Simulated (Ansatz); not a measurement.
Job for Ansatz (a first-principles code): R-B3LYP/def2-TZVPP on H4HfS3 (SMILES [SH][HfH]([SH])[SH]), 2S+1 = 1, a spin state set in the input, which need not be the lowest. Elements past Kr take the def2 small-core potentials; no spin–orbit coupling.

Ansatz 0.2 input:
```yaml
crystal:
  periodic: [false, false, false]
  atoms:
    - {symbol: Hf, position_ang: [-0.09753764, -0.09546391, -0.34153548]}
    - {symbol: H, position_ang: [-1.21628542, -1.45679541, -0.88574082]}
    - {symbol: S, position_ang: [2.19896499, -0.78898345, -0.79152809]}
    - {symbol: H, position_ang: [2.55962333, -0.59119891, 0.49262544]}
    - {symbol: S, position_ang: [-0.67107017, 1.89562673, -1.61588895]}
    - {symbol: H, position_ang: [-1.96051573, 1.72169324, -1.24849466]}
    - {symbol: S, position_ang: [-0.53334555, 0.25976318, 2.02922227]}
    - {symbol: H, position_ang: [-0.39124539, -1.07084286, 2.22290261]}
basis:
  gaussian:
    orbitals: def2-TZVPP
hamiltonian:
  xc: {name: B3LYP}
```

### Question
Predict the final total energy.

### Answer
-1245.2472 hartree.

### Question
How many basis functions does it have, and what does it roughly cost on one machine?

### Answer
238 functions; around 12 core-seconds (rough).
